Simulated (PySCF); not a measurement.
SCF from a fresh guess for triplet [TcO2]+, at the PBE0 minimum. PySCF input:

```python
from pyscf import gto, scf, dft
mol = gto.M(atom='''
Tc    -0.205460    -0.000000    -0.000000
O      0.634630     0.000000     1.402970
O      0.634630    -0.000000    -1.402970''',
    basis={'Tc': 'def2-TZVP', 'O': 'def2-TZVP'},
    ecp={'Tc': 'def2-TZVP'},
    charge=1, spin=2)
mf = dft.UKS(mol, xc='PBE')
mf.grids.atom_grid = (50, 194)
aux = {'Tc': 'def2-universal-JKFIT', 'O': 'def2-universal-JKFIT'}
mf = mf.density_fit(auxbasis=aux)
mf.conv_tol = 1e-08
mf.diis_space = 10
mf.max_cycle = 60
mf.init_guess = 'minao'
mf.verbose = 4
mf.kernel()
```

Excerpt of the output (cycles alone):

```
init E= -224.361269188727
cycle= 1 E= -230.445827130976  delta_E= -6.08  |g|= 1.07  |ddm|= 2.95
cycle= 2 E= -220.119230123573  delta_E= 10.3  |g|=  4.4  |ddm|= 3.41
cycle= 3 E= -230.86675074153  delta_E= -10.7  |g|= 0.261  |ddm|= 3.15
cycle= 4 E= -230.880516561589  delta_E= -0.0138  |g|= 0.146  |ddm|= 0.272
cycle= 5 E= -230.887676491725  delta_E= -0.00716  |g|= 0.0606  |ddm|= 0.105
cycle= 6 E= -230.888583873906  delta_E= -0.000907  |g|= 0.0354  |ddm|= 0.0218
cycle= 7 E= -230.889016693713  delta_E= -0.000433  |g|= 0.00723  |ddm|= 0.0116
cycle= 8 E= -230.889035123223  delta_E= -1.84e-05  |g|= 0.000362  |ddm|= 0.00307
cycle= 9 E= -230.889035202922  delta_E= -7.97e-08  |g|= 0.000102  |ddm|= 0.000429
cycle= 10 E= -230.889035211169  delta_E= -8.25e-09  |g|= 8.41e-05  |ddm|= 0.000146
Extra cycle  E= -230.889035138046  delta_E= 7.31e-08  |g|= 0.000466  |ddm|= 0.000224
converged SCF energy = -230.889035138046  <S^2> = 2.0053752  2S+1 = 3.0035813
```

No lower solution of this spin was found from smeared starts or by a stability analysis within the unrestricted form.

Other spin states or occupations of the open shell can lie lower.

The search for the lowest solution, 3 starts and the stability check together, took 9.6 s on 4 threads of a shared Arm Neoverse V1 host, with 102 basis functions; the process peaked at 0.38 GiB.
